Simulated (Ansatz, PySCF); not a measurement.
Ga(NCO)(OH)2 (CH2GaNO3), SMILES O=C=[N][Ga]([OH])[OH].

Geometry optimised at r2SCAN-D4/def2-SVP. Other conformers were not sampled.

Vertical ionisation energy (IE) and electron affinity (EA) in eV. Rows of orbital energies are one-electron estimates. Where ΔSCF, EOM or ADC give a negative EA the extra electron is unbound and the value depends on the basis.

| level | IE | EA |
|---|---|---|
| −ε(HOMO), −ε(LUMO), CAM-B3LYP/def2-TZVP (PySCF) | 10.15 | 0.14 |
| −ε(HOMO), −ε(LUMO), PBE/def2-TZVP (PySCF) | 7.27 | 2.00 |
| ΔSCF, CAM-B3LYP/def2-SVPD (Ansatz), final states of multiplicity 2 and 2 | 11.34 | -0.04 |
| ΔSCF, PBE/def2-SVPD (Ansatz), final states of multiplicity 2 and 2 | 10.48 | 0.15 |

Task: What vertical singlet–triplet gap does ΔSCF give with CAM-B3LYP/def2-SVPD (Ansatz, a quantum-chemistry and plane-wave program) and with PBE/def2-SVPD (Ansatz)? (The exact figures need the calculation; the answer reports its results.)

Result: 6.36 and 5.37 eV (triplet above singlet where positive).
